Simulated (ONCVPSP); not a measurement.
**Pseudopotential generation for selenium: ONCV, PBE, scalar-relativistic.**

ONCVPSP 4.0.1 input, shortened (lines: element, Z, core and valence counts, functional; n l f; lmax; l rc ep ncon nbas qcut; lloc lpopt rc5 dvloc0; l nproj debl; icmod fcfact rcfact), PBE, scalar-relativistic:

```
  Se 34.00    6    2        4      upf
    1    0    2.00
    2    0    2.00
    2    1    6.00
    3    0    2.00
    3    1    6.00
    3    2   10.00
    4    0    2.00
    4    1    3.00
    2
    0    1.40    0.00    4    7    5.20
    1    1.80    0.00    4    8    4.50
    2    1.65    0.17    4    8    5.80
    4    5    1.20    0.00
    0    2    0.60
    1    2    1.00
    2    2    2.60
    0    0.00    0.00
```

In the s channel the program set the typed energies aside and used -0.987, 0.250 Ha.

All-electron outer shells of the reference configuration (PBE, scalar-relativistic, ld1.x):

```tsv
shell	level (eV)	outermost node (bohr)	outermost maximum (bohr)
3p	-163.48	0.21	0.50
3d	-63.61	–	0.45
4s	-26.86	0.70	1.49
4p	-15.41	0.74	1.75
```

(1) Estimate the cutoffs (Ha) at which the residual kinetic energy of the hardest occupied pseudo-wave falls to 1 and 0.1 mHa per electron.

(2) What does a ghost test show?

(3) Tests: 4s2 4p4; 4s2 4p2; 4s2 4p1; 4s2 4p0. Which has the largest error in its energy relative to the reference configuration, and how large is it?

## Answers

(1) 12 Ha and 36 Ha. The cutoffs count occupied waves only; projector 2 of the d channel, the hardest unoccupied one, needs 112 Ha at the loose tolerance.

(2) No bound ghost flagged; GHOST(+) flagged for s at 44.7 eV.

(3) 4s2 4p0, with -69 meV (all-electron minus pseudo) on +93.40 eV.
